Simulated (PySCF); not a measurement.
Be(H)(OMe) (CH4BeO), SMILES C[O][BeH].

Geometry: r2SCAN-D4/def2-TZVP.

Calculation: r2SCAN-D4/def2-TZVP (PySCF 2.14.0).

Frequencies are harmonic and unscaled.

Modes within 1.5 cm⁻¹ of each other (mostly degenerate sets) share a row, with their intensities summed.

```csv
mode,ν (cm⁻¹),IR (km/mol),Raman (Å⁴/amu),depolarisation,moving atoms (share of kinetic energy)
1–2,93,4.9,0.8,0.75,"O 53 %, H 26 %, Be 13 %, C 8 %"
3–4,548,367.4,0.1,–,"H 69 %, Be 28 %"
5,909,3.9,10.4,0.19,"C 43 %, Be 40 %, H 15 %"
6–7,1196,0.0,3.3,0.75,"H 77 %, C 19 %"
8,1422,340.8,36.1,0.19,"O 37 %, C 24 %, H 24 %, Be 15 %"
9–10,1497,6.4,30.9,0.75,H 97 %
11,1512,31.4,3.1,0.03,"H 72 %, O 21 %"
12,2169,257.9,87.2,0.06,"H 82 %, Be 17 %"
13,2996,89.3,184.5,0.00,H 98 %
14–15,3063,86.9,188.0,0.75,"H 90 %, C 10 %"
```
